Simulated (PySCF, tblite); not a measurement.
Isomers of C4H14N2OSi2. Calculated harmonic vibrations of the isolated species, GFN2-xTB (tblite), most abundant isotopes, no scaling. This tight-binding method is rough: wavenumbers can miss measured ones by several per cent, in bad cases by 10 to 20. Modes of hydrogen on silicon can be 10 to 20 % off. One conformer each.

Electronic energies: PBE0/pcSseg-1 single points on the GFN2-xTB geometries (PySCF, gas phase).

| SMILES | electronic energy, lowest = 0 (kcal/mol) |
| --- | --- |
| CCC[Si@H]1N[Si@@H](OC)N1 | 8.5 |
| CC(C)O[Si]1(C)N[SiH2]N1 | 0.0 |
| C[C@@H]1CN[Si@@](O)(C[SiH3])N1 | 20.7 |
| CO/C=C/C[Si@@H](N)[SiH2]N | 82.5 |
| CCC[Si@@H]1NC[Si@H](O)N1 | 7.4 |
| CN[Si@@H]1CC[Si@H](OC)N1 | 20.1 |
| C[C@@H]1CN[Si@](O)(C[SiH3])N1 | 20.8 |
| C/N=C/CC[Si@@H](N)O[SiH3] | 39.4 |

Question: How do GFN2-xTB zero-point energies change the relative energies?

Answer: 
```json
{"SMILES": "CC(C)O[Si]1(C)N[SiH2]N1", "ZPE (kcal/mol)": "114.0", "of it from modes above 1550 cm⁻¹": "59.9", "electronic (kcal/mol)": "0.0", "with ZPE, lowest = 0 (kcal/mol)": "0.0", "lowest mode (cm⁻¹)": "35", "rings": "1"}
{"SMILES": "CCC[Si@@H]1NC[Si@H](O)N1", "ZPE (kcal/mol)": "115.4", "of it from modes above 1550 cm⁻¹": "59.8", "electronic (kcal/mol)": "7.4", "with ZPE, lowest = 0 (kcal/mol)": "8.8", "lowest mode (cm⁻¹)": "35", "rings": "1"}
{"SMILES": "CCC[Si@H]1N[Si@@H](OC)N1", "ZPE (kcal/mol)": "115.0", "of it from modes above 1550 cm⁻¹": "59.2", "electronic (kcal/mol)": "8.5", "with ZPE, lowest = 0 (kcal/mol)": "9.4", "lowest mode (cm⁻¹)": "28", "rings": "1"}
{"SMILES": "CN[Si@@H]1CC[Si@H](OC)N1", "ZPE (kcal/mol)": "114.8", "of it from modes above 1550 cm⁻¹": "58.5", "electronic (kcal/mol)": "20.1", "with ZPE, lowest = 0 (kcal/mol)": "20.9", "lowest mode (cm⁻¹)": "33", "rings": "1"}
{"SMILES": "C[C@@H]1CN[Si@@](O)(C[SiH3])N1", "ZPE (kcal/mol)": "113.0", "of it from modes above 1550 cm⁻¹": "58.6", "electronic (kcal/mol)": "20.7", "with ZPE, lowest = 0 (kcal/mol)": "19.7", "lowest mode (cm⁻¹)": "21", "rings": "1"}
{"SMILES": "C[C@@H]1CN[Si@](O)(C[SiH3])N1", "ZPE (kcal/mol)": "113.0", "of it from modes above 1550 cm⁻¹": "58.7", "electronic (kcal/mol)": "20.8", "with ZPE, lowest = 0 (kcal/mol)": "19.8", "lowest mode (cm⁻¹)": "20", "rings": "1"}
{"SMILES": "C/N=C/CC[Si@@H](N)O[SiH3]", "ZPE (kcal/mol)": "110.1", "of it from modes above 1550 cm⁻¹": "59.1", "electronic (kcal/mol)": "39.4", "with ZPE, lowest = 0 (kcal/mol)": "35.5", "lowest mode (cm⁻¹)": "24", "rings": "0"}
{"SMILES": "CO/C=C/C[Si@@H](N)[SiH2]N", "ZPE (kcal/mol)": "110.8", "of it from modes above 1550 cm⁻¹": "61.5", "electronic (kcal/mol)": "82.5", "with ZPE, lowest = 0 (kcal/mol)": "79.4", "lowest mode (cm⁻¹)": "17", "rings": "0"}
```

The zero-point energies span 5.3 kcal/mol, from `C/N=C/CC[Si@@H](N)O[SiH3]` to `CCC[Si@@H]1NC[Si@H](O)N1`. The lowest isomer stays, but the order above it changes.

Question: And how do the electronic energies of GFN2-xTB itself compare?

Answer: `CC(C)O[Si]1(C)N[SiH2]N1` 0.0; `CCC[Si@@H]1NC[Si@H](O)N1` 2.2; `CCC[Si@H]1N[Si@@H](OC)N1` 4.2; `CN[Si@@H]1CC[Si@H](OC)N1` 9.8; `C[C@@H]1CN[Si@@](O)(C[SiH3])N1` 17.8; `C[C@@H]1CN[Si@](O)(C[SiH3])N1` 17.6; `C/N=C/CC[Si@@H](N)O[SiH3]` 5.6; `CO/C=C/C[Si@@H](N)[SiH2]N` 80.4 kcal/mol, lowest = 0. Against the energies above, taken from the same isomer `CC(C)O[Si]1(C)N[SiH2]N1`, the largest difference is 33.8 kcal/mol.

Question: What do entropy and thermal enthalpy add at 298.15 K and 1 bar (rigid rotor, harmonic oscillator, one conformer each)?

Answer: 
| SMILES | point group | symmetry number | S (cal/(mol K)) | H − H(0) (kcal/mol) | ZPE + H − H(0) − TS (kcal/mol) |
| --- | --- | --- | --- | --- | --- |
| CC(C)O[Si]1(C)N[SiH2]N1 | C1 | 1 | 117.8 | 9.39 | 88.3 |
| CCC[Si@@H]1NC[Si@H](O)N1 | C1 | 1 | 111.8 | 8.63 | 90.7 |
| CCC[Si@H]1N[Si@@H](OC)N1 | C1 | 1 | 118.3 | 9.20 | 88.9 |
| CN[Si@@H]1CC[Si@H](OC)N1 | C1 | 1 | 115.5 | 9.00 | 89.4 |

Not tabulated: `C[C@@H]1CN[Si@@](O)(C[SiH3])N1` (lowest mode only 21 cm⁻¹); `C[C@@H]1CN[Si@](O)(C[SiH3])N1` (lowest mode only 20 cm⁻¹); `C/N=C/CC[Si@@H](N)O[SiH3]` (lowest mode only 24 cm⁻¹); `CO/C=C/C[Si@@H](N)[SiH2]N` (lowest mode only 17 cm⁻¹).
